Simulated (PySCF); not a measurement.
C7H9O (cation, charge +1), SMILES c1cc(ccc1)[OH+]C, singlet at its GFN2-xTB optimised geometry (Å):

```
17

C     -1.3788    -2.1738     1.2642
O     -1.3230    -1.5034    -0.0253
C     -0.6417    -0.2116     0.0000
C      0.7398    -0.2116     0.0000
C      1.3932     1.0110     0.0000
C      0.6656     2.1906     0.0017
C     -0.7201     2.1628    -0.0010
C     -1.3906     0.9490     0.0000
H     -1.8637    -3.1378     1.1172
H     -0.3552    -2.3307     1.6007
H     -1.9205    -1.5810     2.0020
H     -2.2371    -1.3539    -0.3478
H      1.2911    -1.1380    -0.0147
H      2.4709     1.0358    -0.0049
H      1.1808     3.1378     0.0014
H     -1.2842     3.0814    -0.0045
H     -2.4709     0.9214    -0.0069
```

Computed with PBE0/def2-SVP (PySCF). Cells within 0.4 Å of a nucleus heavier than hydrogen are left out (blank, or x).

Map of the electron localisation function on the plane z = 0.0 Å:

```
|000000000000000000000000000|
|000000000000000000000000000|
|000000000000000010000000000|
|000000003883000798200000000|
|000000029999104999910000000|
|000000049999306999910000000|
|000000019999536999600000000|
|00000000289x482x96000000000|
|00000000035xx9xx62012100000|
|000006874597474895799810000|
|0000499993x84147xx999950000|
|000069999xx52025xx999950000|
|000039999589445985799910000|
|00000344248xx8xx64113100000|
|00000000014xx9xx75000000000|
|000000166688465999700000000|
|0000006997x8204999920000000|
|0000004886x8501999930000000|
|000000012688300499700000000|
|000000000122000011000000000|
|000000000000000000000000000|
|000000023100000000000000000|
|000000025300000000000000000|
|000000000000000000000000000|
|000000000000000000000000000|
|000000000000000000000000000|
|000000000000000000000000000|
```
Scale: ten equal steps from 0.000 (start of '0') to 1.000 (end of '9'), in the order '0123456789'; x runs from -5.50 to 5.50, y from -5.50 (bottom) to 5.50 (top).
